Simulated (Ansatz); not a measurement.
Steps of a relaxation of C2H6B2FN (`BN=CBCF`) with RKS PBE-D4/def2-SVP.

```sh
$ ansatz run in.yaml --threads 4 --pin off --events-out ev --progress --plain --max-ram 10444MiB
```

```yaml
crystal:
  periodic: [false, false, false]
  atoms:
    - {symbol: B, position_ang: [-2.192300, -0.785100, 1.097900]}
    - {symbol: N, position_ang: [-1.778900, -0.666700, -0.357700]}
    - {symbol: C, position_ang: [-0.649100, -0.281600, -0.799900]}
    - {symbol: B, position_ang: [0.664600, 0.203500, 0.116500]}
    - {symbol: C, position_ang: [1.962300, 0.621300, -0.572900]}
    - {symbol: F, position_ang: [1.746900, 1.735600, -1.377200]}
    - {symbol: H, position_ang: [-1.519300, -0.434400, 1.993600]}
    - {symbol: H, position_ang: [-3.298400, -1.094100, 1.314200]}
    - {symbol: H, position_ang: [-0.440300, -0.269200, -1.814900]}
    - {symbol: H, position_ang: [0.515400, 0.220600, 1.320400]}
    - {symbol: H, position_ang: [2.683600, 0.900000, 0.253200]}
    - {symbol: H, position_ang: [2.382300, -0.205000, -1.139100]}
basis:
  gaussian: {orbitals: def2-SVP}
hamiltonian: {xc: pbe, dispersion: d4}
relax: {f_tol: 0.03, max_steps: 200}
```

Positions (Å) and forces (eV/Å) along the path, 12 of 24 steps:

```xyz
12
step=1 energy=-7713.0596 eV
B    -2.192   -0.785    1.098    0.735    0.901   -2.179
N    -1.779   -0.667   -0.358   -1.797   -1.045    1.011
C    -0.649   -0.282   -0.800    2.022    1.111    3.931
B     0.665    0.203    0.117   -2.700   -0.574   -0.082
C     1.962    0.621   -0.573    1.237    1.022    1.362
F     1.747    1.736   -1.377   -0.198    0.026   -0.394
H    -1.519   -0.434    1.994    0.825    0.077    0.842
H    -3.298   -1.094    1.314   -1.093   -0.541    0.099
H    -0.440   -0.269   -1.815    0.107   -0.098   -3.279
H     0.515    0.221    1.320    0.215   -0.172    0.038
H     2.684    0.900    0.253    0.098   -0.019   -0.734
H     2.382   -0.205   -1.139    0.548   -0.690   -0.616
12
step=3 energy=-7713.5824 eV
B    -2.212   -0.748    1.071    0.101   -0.218   -0.836
N    -1.810   -0.594   -0.382   -0.373   -0.196    1.097
C    -0.667   -0.110   -0.753    0.699    0.033    0.573
B     0.608    0.255    0.182   -0.287   -0.001    0.002
C     1.969    0.617   -0.527   -0.100    0.475   -0.106
F     1.681    1.513   -1.589    0.203   -0.323    0.188
H    -1.433   -0.557    2.018   -0.307   -0.134   -0.367
H    -3.356   -1.193    1.275    0.470    0.446   -0.069
H    -0.428   -0.140   -1.844   -0.184    0.083   -0.146
H     0.544    0.117    1.392    0.079   -0.076   -0.155
H     2.739    1.091    0.146   -0.294   -0.131   -0.295
H     2.442   -0.306   -0.955   -0.007    0.041    0.115
12
step=5 energy=-7713.7734 eV
B    -2.199   -0.797    1.035    0.047   -0.001   -0.283
N    -1.811   -0.552   -0.367    0.024   -0.210    0.631
C    -0.659   -0.048   -0.695   -0.147    0.048   -0.358
B     0.620    0.254    0.209   -0.065    0.162    0.066
C     1.951    0.625   -0.534   -0.213    0.178   -0.284
F     1.682    1.267   -1.762    0.241   -0.187    0.268
H    -1.405   -0.740    1.964   -0.018   -0.219   -0.074
H    -3.357   -1.109    1.249   -0.040    0.239    0.009
H    -0.496    0.042   -1.798    0.151    0.011    0.021
H     0.588    0.067    1.406    0.164   -0.080   -0.002
H     2.647    1.265    0.067   -0.097   -0.070   -0.108
H     2.516   -0.329   -0.741   -0.048    0.129    0.115
12
step=6 energy=-7713.9172 eV
B    -2.196   -0.827    1.016   -0.235   -0.024   -0.019
N    -1.789   -0.577   -0.352    0.588    0.069    0.453
C    -0.664   -0.001   -0.681   -0.386   -0.293   -0.195
B     0.615    0.276    0.232   -0.190    0.429   -0.225
C     1.921    0.653   -0.539    0.084   -0.088   -0.505
F     1.680    1.147   -1.850    0.277   -0.239    0.729
H    -1.383   -0.931    1.933   -0.138   -0.391   -0.182
H    -3.397   -0.956    1.244    0.220    0.335    0.005
H    -0.476    0.088   -1.783    0.058   -0.047    0.146
H     0.659    0.025    1.420    0.022   -0.044   -0.072
H     2.595    1.365    0.009   -0.153   -0.131   -0.152
H     2.513   -0.318   -0.616   -0.145    0.423    0.017
12
step=8 energy=-7714.3080 eV
B    -2.199   -0.867    1.022   -0.430   -0.197    0.275
N    -1.745   -0.623   -0.291    0.934    0.410    0.631
C    -0.669   -0.001   -0.683   -0.315   -0.287   -0.238
B     0.593    0.354    0.206   -0.215    0.057   -0.139
C     1.912    0.691   -0.553    0.158   -0.096   -0.116
F     1.734    1.095   -1.877    0.059    0.010    0.055
H    -1.420   -1.313    1.889   -0.532   -0.257   -0.445
H    -3.399   -0.652    1.277    0.597    0.170    0.011
H    -0.471    0.029   -1.780   -0.039   -0.111   -0.038
H     0.666    0.070    1.390   -0.127    0.112   -0.042
H     2.561    1.430   -0.027   -0.026    0.005    0.027
H     2.512   -0.268   -0.541   -0.064    0.184    0.020
12
step=10 energy=-7714.7492 eV
B    -2.227   -0.928    1.039   -0.272   -0.033    0.587
N    -1.666   -0.600   -0.172    0.762    0.293    0.294
C    -0.645   -0.013   -0.700   -0.390   -0.292   -0.267
B     0.596    0.404    0.158    0.058    0.000    0.080
C     1.937    0.717   -0.570    0.009    0.040    0.063
F     1.793    1.093   -1.901    0.050    0.026   -0.113
H    -1.583   -1.662    1.825   -0.629   -0.031   -0.559
H    -3.321   -0.424    1.348    0.500   -0.156   -0.048
H    -0.507   -0.065   -1.806   -0.096   -0.070    0.042
H     0.607    0.186    1.361   -0.075    0.177   -0.092
H     2.559    1.470   -0.032    0.022    0.055   -0.007
H     2.536   -0.232   -0.515    0.060   -0.009    0.018
12
step=11 energy=-7714.8957 eV
B    -2.222   -0.897    1.082   -0.294   -0.754    0.206
N    -1.620   -0.575   -0.107    0.396    0.226    0.285
C    -0.626   -0.027   -0.712   -0.234   -0.118    0.058
B     0.609    0.417    0.139    0.128    0.026   -0.021
C     1.955    0.727   -0.578    0.065    0.064    0.004
F     1.819    1.089   -1.916    0.054   -0.017   -0.012
H    -1.697   -1.813    1.774   -0.538    0.423   -0.511
H    -3.315   -0.394    1.371    0.492    0.022    0.062
H    -0.537   -0.100   -1.821   -0.102   -0.100    0.084
H     0.590    0.247    1.350   -0.049    0.173   -0.128
H     2.567    1.490   -0.041    0.022    0.037   -0.042
H     2.555   -0.220   -0.508    0.060    0.019    0.016
12
step=15 energy=-7715.2557 eV
B    -2.373   -1.025    1.071   -0.064   -0.077   -0.026
N    -1.526   -0.548    0.130    0.122    0.077   -0.112
C    -0.583   -0.065   -0.588    0.032   -0.120    0.079
B     0.723    0.439    0.123    0.118   -0.030    0.210
C     2.047    0.768   -0.634   -0.149   -0.002   -0.139
F     1.888    0.855   -2.018    0.167    0.002    0.043
H    -2.252   -2.198    1.418   -0.056    0.208   -0.039
H    -3.238   -0.287    1.530    0.084   -0.121   -0.084
H    -0.656   -0.095   -1.705   -0.144    0.034    0.204
H     0.726    0.467    1.341    0.020    0.023   -0.028
H     2.549    1.692   -0.248   -0.086   -0.031   -0.069
H     2.771   -0.058   -0.385   -0.042    0.038   -0.038
12
step=16 energy=-7715.2828 eV
B    -2.419   -1.039    1.044   -0.133   -0.314    0.183
N    -1.503   -0.556    0.186    0.294    0.066   -0.196
C    -0.543   -0.095   -0.521   -0.162    0.200   -0.025
B     0.776    0.417    0.165    0.001   -0.116   -0.103
C     2.054    0.772   -0.661    0.103    0.103   -0.110
F     1.880    0.772   -2.051    0.049   -0.019    0.317
H    -2.378   -2.234    1.344   -0.048    0.265   -0.080
H    -3.262   -0.283    1.501   -0.010   -0.028   -0.016
H    -0.672   -0.040   -1.632    0.050   -0.106    0.207
H     0.811    0.466    1.381    0.065    0.016   -0.027
H     2.495    1.759   -0.341   -0.094   -0.242   -0.082
H     2.837    0.006   -0.380   -0.115    0.177   -0.070
12
step=20 energy=-7715.2866 eV rejected
B    -2.476   -1.036    1.024   -0.016   -0.032    0.021
N    -1.480   -0.540    0.261    0.048   -0.055   -0.023
C    -0.517   -0.084   -0.440   -0.089    0.194   -0.003
B     0.843    0.360    0.195   -0.050    0.059    0.084
C     2.061    0.767   -0.687    0.006   -0.039   -0.074
F     1.837    0.726   -2.061   -0.011    0.009   -0.012
H    -2.434   -2.208    1.362   -0.070   -0.016   -0.109
H    -3.393   -0.303    1.352    0.055    0.041    0.106
H    -0.657   -0.007   -1.542    0.041   -0.204   -0.063
H     0.964    0.367    1.405    0.025    0.012    0.023
H     2.398    1.795   -0.400    0.021    0.026    0.037
H     2.930    0.108   -0.434    0.041    0.004    0.012
12
step=22 energy=-7715.3072 eV
B    -2.481   -1.031    1.025    0.036   -0.004   -0.038
N    -1.475   -0.560    0.257   -0.047    0.026    0.046
C    -0.509   -0.109   -0.443   -0.008   -0.034    0.032
B     0.844    0.357    0.199    0.021    0.006   -0.022
C     2.058    0.782   -0.687    0.000   -0.007   -0.004
F     1.833    0.728   -2.060    0.012    0.008    0.010
H    -2.517   -2.222    1.286   -0.004   -0.002   -0.001
H    -3.332   -0.257    1.429    0.008    0.006    0.003
H    -0.636   -0.077   -1.549    0.012   -0.001   -0.025
H     0.968    0.378    1.409   -0.008    0.000    0.006
H     2.382    1.816   -0.403   -0.008   -0.002    0.002
H     2.940    0.140   -0.428   -0.013    0.007   -0.009
12
step=24 energy=-7715.3080 eV
B    -2.487   -1.022    1.025   -0.009   -0.001    0.002
N    -1.473   -0.563    0.262   -0.011   -0.006    0.008
C    -0.500   -0.133   -0.442    0.010    0.002   -0.001
B     0.852    0.340    0.197    0.006    0.002   -0.008
C     2.055    0.791   -0.688    0.003    0.005   -0.001
F     1.829    0.753   -2.061   -0.002    0.000   -0.003
H    -2.537   -2.211    1.290    0.001    0.002    0.000
H    -3.330   -0.237    1.425    0.005    0.001   -0.001
H    -0.624   -0.110   -1.549   -0.003   -0.003   -0.007
H     0.980    0.353    1.406   -0.001   -0.004    0.010
H     2.366    1.825   -0.391   -0.001    0.003    0.003
H     2.947    0.158   -0.440    0.003   -0.001    0.001
```

It took 33 s on 4 threads of an Arm Neoverse V1 on a shared host, with 0.15 GiB of host memory at the peak.
